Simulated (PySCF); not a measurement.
## NMR parameters of SiMe2(NHiPr)2

SiMe2(NHiPr)2, C8H22N2Si, point group C1.

Cartesian coordinates in Å; atom numbers follow the order of the lines, from 1:
```xyz
33

Si    0.564    0.600    0.384
C     0.318    0.538    2.247
H     0.409    1.557    2.654
H     1.079   -0.087    2.736
H    -0.671    0.145    2.524
C     2.372    1.024    0.064
H     2.592    1.073   -1.015
H     3.032    0.258    0.501
H     2.645    1.991    0.518
N    -0.326    1.884   -0.378
C    -1.752    2.071   -0.577
C    -2.558    1.375    0.510
C    -2.204    1.617   -1.966
H     0.233    2.501   -0.956
H    -1.969    3.155   -0.502
H    -2.361    0.291    0.497
H    -3.636    1.528    0.350
H    -2.299    1.764    1.505
H    -2.097    0.525   -2.069
H    -3.260    1.871   -2.151
H    -1.598    2.094   -2.752
N     0.025   -0.888   -0.367
C     0.510   -2.252   -0.246
C     0.896   -2.589    1.186
C     1.664   -2.545   -1.205
H    -0.315   -0.702   -1.306
H    -0.324   -2.929   -0.518
H     1.765   -1.996    1.515
H     1.174   -3.650    1.269
H     0.065   -2.392    1.878
H     2.538   -1.921   -0.960
H     1.971   -3.602   -1.160
H     1.376   -2.324   -2.245
```

GIAO calculations in PySCF 2.14 on the PBE0-D3(BJ)/def2-SVP structure: isolated species, non-relativistic, equivalent atoms averaged; basis pcSseg-1.

Question: Give the isotropic shieldings (ppm) with PBE0, wB97X-D.

Answer: 
```tsv
atoms	environment	PBE0	wB97X-D
Si1	silicon bonded to 2 C, 2 N	361.1	361.1
N10/N22	nitrogen bonded to C, Si, H	195.0	197.9
C11/C23	carbon bonded to 2 C, N, H	138.0	139.0
C12/C13/C24/C25	carbon bonded to C, 3 H	156.1	156.1
C2/C6	carbon bonded to Si, 3 H	178.6	178.8
H15/H27	hydrogen on a carbon bonded to 2 C, N	28.17	28.39
H16/H17/H18/H19/H20/H21/H28/H29/H30/H31/H32/H33	hydrogen on a carbon bonded to C	30.17	30.28
H14/H26	hydrogen on a nitrogen bonded to C, Si	31.00	31.21
H3/H4/H5/H7/H8/H9	hydrogen on a carbon bonded to Si	31.17	31.30
HOMO–LUMO gap (eV)	–	7.32	10.97
```

Question: And the chemical shifts, against references computed in the same way?

Answer: 
```
                                          atoms  nucleus, reference  PBE0  wB97X-D
                                            Si1           29Si, TMS  -9.1     -8.1
                                        N10/N22            15N, NH3  70.7     66.1
                                        C11/C23            13C, TMS  46.4     45.6
                                C12/C13/C24/C25            13C, TMS  28.3     28.4
                                          C2/C6            13C, TMS   5.8      5.8
                                        H15/H27             1H, TMS  3.10     2.99
H16/H17/H18/H19/H20/H21/H28/H29/H30/H31/H32/H33             1H, TMS  1.10     1.10
                                        H14/H26             1H, TMS  0.26     0.17
                              H3/H4/H5/H7/H8/H9             1H, TMS  0.09     0.08
```

Question: Which part of the shielding of Si1 depends on the functional?

Answer: Diamagnetic: PBE0 885, wB97X-D 886 ppm; paramagnetic: PBE0 -524, wB97X-D -524 ppm.

Experimental scales use liquid or dissolved standards, which lie at an offset from isolated NH3 (liquid NH3: subtract about 20 ppm).
